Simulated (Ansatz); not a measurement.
Question: Predict a relaxed structure of Ta₂S₂⁺, charge 1, doublet, at r2SCAN-D4/def2-SVP (Ansatz).

Answer: 
```xyz
4

Ta    1.065   -0.423    0.600
Ta   -1.094    0.440    0.531
S     0.645    1.570   -0.573
S    -0.616   -1.587   -0.557
```
Point group C2v (tolerance 0.1 Å). This is one stationary point.

In the def2 sets Ta takes a core potential; there is no spin–orbit coupling. The structure comes from a short search, and lower isomers may exist.
